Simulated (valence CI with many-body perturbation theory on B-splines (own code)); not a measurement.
## Forbidden lines of Os43+

Method: configuration interaction combined with many-body perturbation theory (CI+MBPT): five valence electrons over a frozen Dirac-Fock core [Ar] 3d10, radial functions for each j: 9 s, 9 p, 8 d, 6 f, 3 g, 1 h, with the one-electron correlation potential Σ1 (screened to all orders), the two-electron term Σ2, the three-electron term Σ3, Breit, model QED; selected single and double excitations, second order for the rest (own B-spline code, finite nucleus).

The last digits are not significant, and no measured levels were compared; by estimate large intervals hold to a few tenths of a per cent, small ones and those within an open d or f shell to about a per cent. Among the levels kept, up to 270 cm⁻¹ of a level comes from second order outside the variational space, and about a tenth of that is noise between levels of different J, which matters for small intervals.

Lines 1 to 19 of 19 in falling wavelength, among levels below 3349.1 × 10³ cm⁻¹, chosen from the decays that carry over 1 % of a level's rate. Wavelengths and rates use the calculated energies. Electric multipoles are in the length gauge, E1 and E2 with the static RPA response of the core. S is in atomic units (e²a₀⁴ for E2 and M2, e²a₀⁶ for E3), for M1 in squared Bohr magnetons. Weak lines are less certain than strong ones. Lines between different terms over intervals too small for the method are left out, as are lines whose strength nearly cancels. The highest levels of a list are the least certain.

Levels are named by their leading jj configuration (3d3/2^4 stands for four electrons in 3d with j = 3/2), which in mixed levels can hold well under half, so a name can repeat and another be missing. Letters in brackets count levels of one name in rising energy.

```tsv
λ vac (nm)	Upper	Lower	Type	A (s⁻¹)	S (a.u.)
51.93	(4s^2 4p1/2 4p3/2 4d5/2) J=9/2	(4s^2 4p1/2 4p3/2 4d3/2) J=7/2	M1	8.19e+04	4.25e+00
14.67	(4s^2 4p1/2 4p3/2 4d5/2) J=9/2	(4s 4p1/2^2 4p3/2^2) J=5/2	E2	1.18e+04	7.18e-03
13.38	(4s^2 4p3/2^2 4d5/2) J=9/2	(4s^2 4p1/2 4p3/2 4d5/2) J=7/2 [b]	M1	3.05e+06	2.70e+00
11.97	(4s^2 4p1/2 4p3/2^2) J=3/2	(4s^2 4p1/2^2 4p3/2) J=3/2	M1	1.10e+07	2.80e+00
11.87	(4s^2 4p1/2 4p3/2 4d5/2) J=9/2	(4s^2 4p1/2^2 4d5/2) J=5/2	E2	1.60e+05	3.37e-02
11.86	(4s^2 4p3/2^3) J=3/2	(4s^2 4p1/2 4p3/2^2) J=1/2	M1	2.77e+06	6.85e-01
11.64	(4s^2 4p3/2^2 4d5/2) J=9/2	(4s^2 4p1/2 4p3/2 4d5/2) J=9/2	M1	4.87e+06	2.85e+00
11.64	(4s^2 4p3/2^2 4d5/2) J=9/2	(4s^2 4p1/2 4p3/2 4d5/2) J=9/2	E2	2.28e+05	4.36e-02
11.35	(4s^2 4p1/2 4p3/2^2) J=5/2	(4s^2 4p1/2^2 4p3/2) J=3/2	M1	1.92e+06	6.26e-01
11.35	(4s^2 4p1/2 4p3/2^2) J=5/2	(4s^2 4p1/2^2 4p3/2) J=3/2	E2	4.30e+05	4.34e-02
11.10	(4s^2 4p3/2^3) J=3/2	(4s^2 4p1/2 4p3/2^2) J=5/2	M1	3.29e+06	6.67e-01
11.10	(4s^2 4p3/2^3) J=3/2	(4s^2 4p1/2 4p3/2^2) J=5/2	E2	7.93e+05	4.77e-02
10.99	(4s^2 4p3/2^2 4d5/2) J=9/2	(4s^2 4p1/2 4p3/2 4d5/2) J=7/2 [a]	M1	3.98e+06	1.96e+00
10.99	(4s^2 4p3/2^2 4d5/2) J=9/2	(4s^2 4p1/2 4p3/2 4d5/2) J=7/2 [a]	E2	2.12e+05	3.03e-02
10.65	(4s^2 4p1/2 4p3/2^2) J=1/2	(4s^2 4p1/2^2 4p3/2) J=3/2	M1	6.87e+06	6.16e-01
10.65	(4s^2 4p1/2 4p3/2^2) J=1/2	(4s^2 4p1/2^2 4p3/2) J=3/2	E2	4.13e+05	1.01e-02
10.56	(4s^2 4p3/2^3) J=3/2	(4s^2 4p1/2 4p3/2^2) J=3/2	M1	1.38e+07	2.41e+00
9.510	(4s^2 4p3/2^2 4d5/2) J=9/2	(4s^2 4p1/2 4p3/2 4d3/2) J=7/2	M1	1.54e+05	4.91e-02
6.725	(4s^2 4p1/2 4p3/2 4d5/2) J=9/2	(4s^2 4p1/2 4p3/2^2) J=5/2	M2	8.11e+03	9.96e-05
```
